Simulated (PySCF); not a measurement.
# Electronic absorption of CH2BClNP

CH2BClNP.
SMILES: `N#CB(P)Cl`

The calculation used PySCF, TDDFT B3LYP/def2-SVPD, vertical, gas phase, core orbitals frozen in the response. One conformer (not necessarily the lowest) at the PBE0-D3(BJ)/def2-SVP geometry, without solvent, vibrations or thermal averaging. Torsions of this conformer, `[N:1]#[C:2][B:3]([PH2:4])[Cl:5]`: H–P4–B3–C2 144°, H–P4–B3–C2 43°.

Q: Predict the UV-vis stick spectrum at this level.

A: 

```json
{"state": "S1", "E (eV)": "4.15", "λ (nm)": "298.8", "f": "0.080", "main configurations (H = HOMO, L = LUMO)": "H→L (90%)"}
{"state": "S2", "E (eV)": "5.02", "λ (nm)": "247.2", "f": "0.025", "main configurations (H = HOMO, L = LUMO)": "H-1→L (78%), H-2→L (17%)"}
{"state": "S3", "E (eV)": "5.26", "λ (nm)": "235.8", "f": "0.046", "main configurations (H = HOMO, L = LUMO)": "H-2→L (78%), H-1→L (14%)"}
{"state": "S4", "E (eV)": "5.97", "λ (nm)": "207.5", "f": "0.084", "main configurations (H = HOMO, L = LUMO)": "H-3→L (76%), H→L+1 (13%)"}
{"state": "S5", "E (eV)": "6.22", "λ (nm)": "199.5", "f": "0.021", "main configurations (H = HOMO, L = LUMO)": "H→L+1 (84%), H-3→L (11%)"}
{"state": "S6", "E (eV)": "6.26", "λ (nm)": "198.2", "f": "0.0047", "main configurations (H = HOMO, L = LUMO)": "H-4→L (98%)"}
{"state": "S7", "E (eV)": "6.73", "λ (nm)": "184.1", "f": "0.047", "main configurations (H = HOMO, L = LUMO)": "H→L+2 (93%)"}
{"state": "S8", "E (eV)": "6.84", "λ (nm)": "181.3", "f": "0.027", "main configurations (H = HOMO, L = LUMO)": "H-5→L (69%), H-7→L (16%)"}
{"state": "S9", "E (eV)": "7.17", "λ (nm)": "172.9", "f": "0.0047", "main configurations (H = HOMO, L = LUMO)": "H-6→L (75%), H-7→L (10%), H-5→L (9%)"}
{"state": "S10", "E (eV)": "7.27", "λ (nm)": "170.6", "f": "0.014", "main configurations (H = HOMO, L = LUMO)": "H-7→L (42%), H→L+3 (28%), H-6→L (17%)"}
```

Triplets (Tamm–Dancoff): T1 3.21 eV, H→L (98%); T2 4.65 eV, H-1→L (83%), H-3→L (12%); T3 4.79 eV, H-3→L (72%), H-1→L (14%); T4 4.87 eV, H-2→L (92%).

The lowest singlet lies at 4.15 eV (299 nm, ultraviolet) and is of moderate strength; its leading configuration is HOMO→LUMO (90%). The most intense listed level is S4 at 5.97 eV (208 nm, f = 0.084), 1.83 eV above S1. Löwdin shares by element: HOMO phosphorus 59%, boron 14%, chlorine 10%, hydrogen 6% or more; LUMO boron 36%, carbon 16%, nitrogen 16%, chlorine 14% (atoms not listed hold the other 18%). The listed states span 3.12 eV, and the widest gap between neighbours is 0.87 eV (S1 to S2). Of the 10 states listed, 8 reach f = 0.01 and none stays under 0.0005. Weighted by f, the mean energy of these states is 5.65 eV. The vertical ionisation energy (ΔSCF) is 10.31 eV, 3.04 eV above S10. Only the lowest 10 singlets were computed, as vertical energies without vibronic structure.
